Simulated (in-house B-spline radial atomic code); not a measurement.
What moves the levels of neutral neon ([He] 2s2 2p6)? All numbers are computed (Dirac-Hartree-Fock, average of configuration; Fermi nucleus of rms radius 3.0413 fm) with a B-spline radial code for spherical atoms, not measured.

Baseline run (computed): total energy -128.6919 hartree, 1s1/2 at -32.81745 hartree, 2p3/2 at -23.083 eV with <r> = 0.966 bohr.

Changing the nucleus:

| nucleus | ΔE (eV) |
| --- | --- |
| Fermi nucleus of rms radius 2.9714 fm, A = 18 | -5.51e-05 |
| Fermi nucleus of rms radius 2.9695 fm, A = 21 | -5.66e-05 |
| Fermi nucleus of rms radius 2.9525 fm, A = 22 | -6.98e-05 |
| Fermi nucleus of rms radius 2.9104 fm, A = 23 | -0.000102 |
| Fermi nucleus of rms radius 2.9007 fm, A = 24 | -0.00011 |
| Fermi nucleus of rms radius 2.9316 fm, A = 25 | -8.59e-05 |
| Fermi nucleus of rms radius 2.9251 fm, A = 26 | -9.09e-05 |
| Fermi nucleus of rms radius 2.9642 fm, A = 28 | -6.07e-05 |

A larger nucleus binds the electrons less, roughly as the density at the nucleus times the change of the nuclear <r²>. The reference is A = 17.
